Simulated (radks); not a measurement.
Correlation energies from several functionals, in hartree. Species: Ca [Ar] 4s2; Zr30+ [Ne]; Sr2+ [Kr]; Tc2+ [Kr] 4d5. Calculated with a radial shooting solver on a logarithmic mesh with Libxc functionals: non-relativistic Kohn-Sham, LDA (Slater exchange, Perdew-Wang correlation), spin-polarised, spherical densities, point nucleus. Every spin shell is full or empty, so the densities are truly spherical. Functionals are evaluated on that one density, not self-consistently.

PW92: Ca -1.5762; Zr30+ -1.2316; Sr2+ -3.3790; Tc2+ -3.8591
PZ: Ca -1.5738; Zr30+ -1.2353; Sr2+ -3.3771; Tc2+ -3.8511
Wigner: Ca -1.0194; Zr30+ -0.55593; Sr2+ -1.9264; Tc2+ -2.0910
Chachiyo: Ca -1.5488; Zr30+ -1.2231; Sr2+ -3.3318; Tc2+ -3.8023
PBE: Ca -0.77263; Zr30+ -0.43953; Sr2+ -1.8145; Tc2+ -2.1057
PBEsol: Ca -0.89957; Zr30+ -0.52640; Sr2+ -2.0716; Tc2+ -2.3933
LYP: Ca -0.83307; Zr30+ -0.48584; Sr2+ -1.7934; Tc2+ -2.0265
P86: Ca -0.88832; Zr30+ -0.69701; Sr2+ -2.0639; Tc2+ -2.3843
OP (B88): Ca -0.79646; Zr30+ -0.50642; Sr2+ -1.7388; Tc2+ -1.9607
TPSS: Ca -0.77813; Zr30+ -0.44346; Sr2+ -1.8179; Tc2+ -2.1058
revTPSS: Ca -0.79815; Zr30+ -0.44935; Sr2+ -1.8433; Tc2+ -2.1318
SCAN: Ca -0.77392; Zr30+ -0.42972; Sr2+ -1.8058; Tc2+ -2.0990
r2SCAN: Ca -0.78132; Zr30+ -0.43462; Sr2+ -1.8216; Tc2+ -2.1140
B95: Ca -0.91091; Zr30+ -0.67063; Sr2+ -2.1989; Tc2+ -2.5495
Tao-Mo: Ca -0.71602; Zr30+ -0.40447; Sr2+ -1.7365; Tc2+ -2.0246
